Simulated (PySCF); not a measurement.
Two-component Hartree-Fock for Pt (platinum, neutral)

Start: [Xe] 4f14 5d9 6s1; 5d3/2 filled at m_j = -3/2, -1/2, +1/2, +3/2; 5d5/2 filled at m_j = -3/2, -1/2, +1/2, +3/2, +5/2; 6s1/2 filled at m_j = +1/2. Calculated with PySCF 2.14 in x2c-TZVPall-2c (11s11p10d2f, 108 functions): generalised Hartree-Fock with the X2C-1e Hamiltonian and a Gaussian nucleus; one run each with spin-orbit coupling (SO) switched off, then screened by Boettger's factors.

```json
{"spinor shell": "1s1/2", "electrons": "2", "ε, spin-free (eV)": "-78831.7", "ε, screened SO (eV)": "-78802.7", "weight of nominal j (screened SO)": "1.000", "rms radius, screened SO (bohr)": "0.0194"}
{"spinor shell": "2s1/2", "electrons": "2", "ε, spin-free (eV)": "-13998.9", "ε, screened SO (eV)": "-13989.7", "weight of nominal j (screened SO)": "1.000", "rms radius, screened SO (bohr)": "0.0782"}
{"spinor shell": "2p1/2", "electrons": "2", "ε, spin-free (eV)": "-12142.3", "ε, screened SO (eV)": "-13385.3", "weight of nominal j (screened SO)": "1.000", "rms radius, screened SO (bohr)": "0.0663"}
{"spinor shell": "2p3/2", "electrons": "4", "ε, spin-free (eV)": "-12142.3", "ε, screened SO (eV)": "-11650.7", "weight of nominal j (screened SO)": "1.000", "rms radius, screened SO (bohr)": "0.0741"}
{"spinor shell": "3s1/2", "electrons": "2", "ε, spin-free (eV)": "-3355.6", "ε, screened SO (eV)": "-3352.5", "weight of nominal j (screened SO)": "1.000", "rms radius, screened SO (bohr)": "0.200"}
{"spinor shell": "3p1/2", "electrons": "2", "ε, spin-free (eV)": "-2806.1", "ε, screened SO (eV)": "-3082.0", "weight of nominal j (screened SO)": "1.000", "rms radius, screened SO (bohr)": "0.191"}
{"spinor shell": "3p3/2", "electrons": "4", "ε, spin-free (eV)": "-2806.1", "ε, screened SO (eV)": "-2694.8", "weight of nominal j (screened SO)": "1.000", "rms radius, screened SO (bohr)": "0.207"}
{"spinor shell": "3d3/2", "electrons": "4", "ε, spin-free (eV)": "-2201.3", "ε, screened SO (eV)": "-2249.7", "weight of nominal j (screened SO)": "1.000", "rms radius, screened SO (bohr)": "0.182"}
{"spinor shell": "3d5/2", "electrons": "6", "ε, spin-free (eV)": "-2201.3", "ε, screened SO (eV)": "-2166.6", "weight of nominal j (screened SO)": "1.000", "rms radius, screened SO (bohr)": "0.186"}
{"spinor shell": "4s1/2", "electrons": "2", "ε, spin-free (eV)": "-756.84", "ε, screened SO (eV)": "-755.86", "weight of nominal j (screened SO)": "1.000", "rms radius, screened SO (bohr)": "0.441"}
{"spinor shell": "4p1/2", "electrons": "2", "ε, spin-free (eV)": "-573.57", "ε, screened SO (eV)": "-639.99", "weight of nominal j (screened SO)": "1.000", "rms radius, screened SO (bohr)": "0.447"}
{"spinor shell": "4p3/2", "electrons": "4", "ε, spin-free (eV)": "-573.57", "ε, screened SO (eV)": "-546.52", "weight of nominal j (screened SO)": "1.000", "rms radius, screened SO (bohr)": "0.480"}
{"spinor shell": "4d3/2", "electrons": "4", "ε, spin-free (eV)": "-346.09", "ε, screened SO (eV)": "-356.46", "weight of nominal j (screened SO)": "1.000", "rms radius, screened SO (bohr)": "0.496"}
{"spinor shell": "4d5/2", "electrons": "6", "ε, spin-free (eV)": "-346.09", "ε, screened SO (eV)": "-338.42", "weight of nominal j (screened SO)": "1.000", "rms radius, screened SO (bohr)": "0.507"}
{"spinor shell": "5s1/2", "electrons": "2", "ε, spin-free (eV)": "-119.94", "ε, screened SO (eV)": "-119.78", "weight of nominal j (screened SO)": "1.000", "rms radius, screened SO (bohr)": "1.03"}
{"spinor shell": "4f5/2", "electrons": "6", "ε, spin-free (eV)": "-91.353", "ε, screened SO (eV)": "-92.911", "weight of nominal j (screened SO)": "0.999", "rms radius, screened SO (bohr)": "0.564"}
{"spinor shell": "4f7/2", "electrons": "8", "ε, spin-free (eV)": "-91.353", "ε, screened SO (eV)": "-89.404", "weight of nominal j (screened SO)": "0.999", "rms radius, screened SO (bohr)": "0.566"}
{"spinor shell": "5p1/2", "electrons": "2", "ε, spin-free (eV)": "-69.506", "ε, screened SO (eV)": "-81.143", "weight of nominal j (screened SO)": "0.998", "rms radius, screened SO (bohr)": "1.12"}
{"spinor shell": "5p3/2", "electrons": "4", "ε, spin-free (eV)": "-69.506", "ε, screened SO (eV)": "-64.753", "weight of nominal j (screened SO)": "0.999", "rms radius, screened SO (bohr)": "1.22"}
{"spinor shell": "5d3/2", "electrons": "4", "ε, spin-free (eV)": "-11.328", "ε, screened SO (eV)": "-12.445", "weight of nominal j (screened SO)": "0.950", "rms radius, screened SO (bohr)": "1.77"}
{"spinor shell": "5d5/2", "electrons": "5", "ε, spin-free (eV)": "-11.328", "ε, screened SO (eV)": "-10.526", "weight of nominal j (screened SO)": "0.957", "rms radius, screened SO (bohr)": "1.88"}
{"spinor shell": "6s1/2", "electrons": "1", "ε, spin-free (eV)": "-7.920", "ε, screened SO (eV)": "-7.936", "weight of nominal j (screened SO)": "0.974", "rms radius, screened SO (bohr)": "3.33"}
```

```tsv
quantity	spin-free	screened SO
E (hartree)	-18399.60750	-18426.64337
M_J	3	3
⟨J²⟩	12.024	12.039
⟨L²⟩	6.021	6.198
⟨S²⟩	2.002	2.176
```

Each row is a mean over spinors that exchange with the open shell spreads, by up to 4.098 eV (5p3/2).

Breit and QED terms are absent; they matter most for the inner s and p1/2 levels.

Densities and radii are taken from the X2C orbitals without a picture-change correction, which distorts them close to the nucleus.

Without spin-orbit coupling the j labels of p, d and f shells carry no meaning; the spin-free column gives the mean over the occupied spinors of each nl shell.
